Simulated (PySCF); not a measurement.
Compound: C12H9BrSe.
Bonds: Br1–C2, C2–C3 (aromatic), C3–C4 (aromatic), C4–C5 (aromatic), C5–Se6, Se6–C7, C7–C8 (aromatic), C8–C9 (aromatic), C9–C10 (aromatic), C10–C11 (aromatic), C11–C12 (aromatic), C5–C13 (aromatic), C13–C14 (aromatic), C2–C14 (aromatic), C7–C12 (aromatic). Hydrogens: H15 on C3; H16 on C4; H17 on C8; H18 on C9; H19 on C10; H20 on C11; H21 on C12; H22 on C13; H23 on C14.

Computed by this run: PySCF 2.14.0, PBE0-D3(BJ)/def2-SVP geometry optimisation, gas phase; density fitting, grid level 1; the optimiser is geomeTRIC in internal coordinates, started from a GFN2-xTB structure with every atom displaced at random (about 0.01 Å).

Step 0: E = -147930.9175 eV
```
atom  x, y, z in Å  |  force x, y, z in eV/Å
Br1    -5.4607    1.0710    2.5702   -0.248   0.123   0.129
C2     -3.9100    0.4626    1.6988   -0.907  -0.303   0.320
C3     -3.8368   -0.8667    1.3212    1.646   0.094  -0.502
C4     -2.6341   -1.3148    0.7071   -2.339   0.118   0.810
C5     -1.6174   -0.4486    0.4532    1.120   1.152  -0.188
Se6    -0.0719   -1.1106   -0.4530    0.329   0.169   0.036
C7      1.3036    0.0318    0.2851   -0.845  -0.587  -0.118
C8      1.3342    0.3290    1.6371   -0.697  -0.325   0.633
C9      2.3230    1.1299    2.1692    0.279  -0.013  -0.839
C10     3.3092    1.6187    1.3234   -0.075  -0.027   0.044
C11     3.2844    1.3109   -0.0278    0.403   0.278   0.280
C12     2.2910    0.5214   -0.5485   -0.514  -0.486  -1.020
C13    -1.7513    0.9058    0.8166    0.684  -0.586  -0.240
C14    -2.8828    1.3536    1.4612    0.584   0.213  -0.401
H15    -4.6387   -1.5518    1.5273   -0.447  -0.360   0.068
H16    -2.5825   -2.3400    0.4266    0.206  -1.085  -0.243
H17     0.5551   -0.0618    2.2924   -0.061  -0.077   0.045
H18     2.3319    1.3600    3.2111    0.001   0.192   0.931
H19     4.0939    2.2373    1.7173    0.510   0.424   0.232
H20     4.0370    1.7035   -0.6864    0.537   0.253  -0.365
H21     2.2453    0.2798   -1.6182    0.116   0.137   0.129
H22    -0.9079    1.5621    0.6102   -0.070   0.307  -0.002
H23    -2.9460    2.3990    1.7203   -0.213   0.388   0.261
```

Step 1: E = -147931.0992 eV
```
atom  x, y, z in Å  |  force x, y, z in eV/Å
Br1    -5.4688    1.0943    2.5764    0.084  -0.038  -0.053
C2     -3.9114    0.4791    1.7007    0.096   0.054  -0.001
C3     -3.7926   -0.8651    1.3534   -0.299  -0.134   0.039
C4     -2.6413   -1.3194    0.7202    0.308   0.079  -0.064
C5     -1.5943   -0.4285    0.4274   -0.261  -0.270   0.031
Se6    -0.0616   -1.1136   -0.4773   -0.094  -0.053  -0.005
C7      1.2743    0.0040    0.2902    0.142   0.086  -0.022
C8      1.3168    0.2763    1.6628    0.058  -0.016  -0.109
C9      2.3233    1.0911    2.1709   -0.047   0.050   0.286
C10     3.3075    1.6142    1.3337    0.095   0.051  -0.009
C11     3.2782    1.3226   -0.0270    0.005  -0.012  -0.091
C12     2.2582    0.5290   -0.5534    0.035   0.067   0.056
C13    -1.7309    0.9188    0.7684   -0.062   0.055  -0.002
C14    -2.8793    1.3728    1.4101   -0.095   0.013   0.046
H15    -4.6041   -1.5622    1.5880    0.097   0.072  -0.031
H16    -2.5452   -2.3815    0.4654   -0.014   0.127   0.052
H17     0.5590   -0.1421    2.3259   -0.041  -0.017   0.042
H18     2.3377    1.3180    3.2441    0.020  -0.044  -0.138
H19     4.0976    2.2518    1.7412   -0.049  -0.039  -0.005
H20     4.0420    1.7306   -0.6956   -0.029  -0.019   0.036
H21     2.2191    0.3354   -1.6270   -0.024  -0.027  -0.029
H22    -0.9380    1.6301    0.5368    0.068   0.024  -0.020
H23    -2.9779    2.4264    1.6789    0.007  -0.008  -0.008
```

Step 2: E = -147931.1057 eV
```
atom  x, y, z in Å  |  force x, y, z in eV/Å
Br1    -5.5367    1.0838    2.4945   -0.036   0.064   0.023
C2     -3.9561    0.4829    1.6627   -0.080  -0.043   0.024
C3     -3.8120   -0.8749    1.3827    0.126   0.141  -0.037
C4     -2.6337   -1.3121    0.7846    0.105  -0.150  -0.058
C5     -1.6141   -0.4133    0.4475   -0.071  -0.018   0.040
Se6    -0.0700   -1.0945   -0.4454    0.012  -0.015  -0.008
C7      1.2893    0.0248    0.3026   -0.022   0.019   0.022
C8      1.3861    0.2373    1.6828   -0.092  -0.063   0.065
C9      2.4099    1.0244    2.2023   -0.012  -0.017  -0.144
C10     3.3589    1.5810    1.3434    0.075   0.049   0.034
C11     3.2765    1.3556   -0.0292   -0.011  -0.009  -0.001
C12     2.2383    0.5870   -0.5560   -0.017   0.026   0.036
C13    -1.7868    0.9466    0.7209   -0.007   0.024   0.009
C14    -2.9511    1.3941    1.3384   -0.002   0.009   0.002
H15    -4.6021   -1.5819    1.6429    0.023   0.016  -0.008
H16    -2.5019   -2.3785    0.5852    0.009  -0.013   0.004
H17     0.6537   -0.2172    2.3535   -0.026  -0.005  -0.002
H18     2.4720    1.1921    3.2807    0.003  -0.003  -0.027
H19     4.1673    2.1940    1.7481    0.012   0.006  -0.003
H20     4.0168    1.7929   -0.7034    0.005   0.005   0.012
H21     2.1580    0.4356   -1.6351   -0.008  -0.006   0.008
H22    -1.0107    1.6670    0.4537    0.021  -0.012   0.002
H23    -3.0833    2.4553    1.5568   -0.008  -0.006   0.006
```

Problem. Estimate the geometry and energy of step 3. (The exact step hangs on the optimiser's Hessian estimate; all steps are aligned on step 2, rigid shifts and turns removed.)

Solution. E = -147931.1074 eV, largest force 0.144 eV/Å
```
atom  x, y, z in Å  |  force x, y, z in eV/Å
Br1    -5.5290    1.1272    2.4648   -0.038  -0.014   0.013
C2     -3.9502    0.4988    1.6500    0.002  -0.059  -0.022
C3     -3.7934   -0.8626    1.3934   -0.041  -0.015   0.046
C4     -2.6181   -1.3284    0.8079   -0.053   0.132   0.019
C5     -1.6107   -0.4283    0.4512    0.046   0.050   0.005
Se6    -0.0679   -1.1091   -0.4418    0.058   0.002  -0.037
C7      1.2828    0.0224    0.3064   -0.091  -0.054   0.008
C8      1.3866    0.2025    1.6900    0.090   0.051  -0.051
C9      2.4152    0.9909    2.1994    0.011   0.013   0.074
C10     3.3547    1.5815    1.3514   -0.107  -0.079  -0.054
C11     3.2529    1.3869   -0.0246   -0.001   0.006   0.041
C12     2.2138    0.6180   -0.5489   -0.026  -0.011  -0.049
C13    -1.7870    0.9370    0.7010    0.077   0.087  -0.022
C14    -2.9475    1.4053    1.3105    0.084  -0.070  -0.050
H15    -4.5820   -1.5627    1.6681   -0.051  -0.035   0.022
H16    -2.4860   -2.3983    0.6356   -0.006  -0.033  -0.002
H17     0.6674   -0.2739    2.3616    0.024   0.024  -0.024
H18     2.4930    1.1330    3.2784    0.004   0.018   0.069
H19     4.1616    2.1908    1.7635    0.006   0.003   0.012
H20     3.9785    1.8458   -0.6996    0.009   0.007  -0.018
H21     2.1186    0.4861   -1.6297    0.000   0.000   0.014
H22    -1.0072    1.6486    0.4180   -0.005  -0.023   0.004
H23    -3.0779    2.4707    1.5076    0.007  -0.003   0.001
```

The energy changes by -0.0017 eV. The first-order estimate −F·Δx gives -0.0132 eV and the mean of the old and new forces, exact on a quadratic surface, -0.0019 eV. The step makes an angle of 80° with the force vector and moves no atom by more than 0.066 Å.

The cost below is that of the whole optimisation. On Intel Xeon Platinum 8488C, 2 threads (shared host), this took 4.7 min wall, 11 min CPU and 2.6 GiB of memory at its peak.
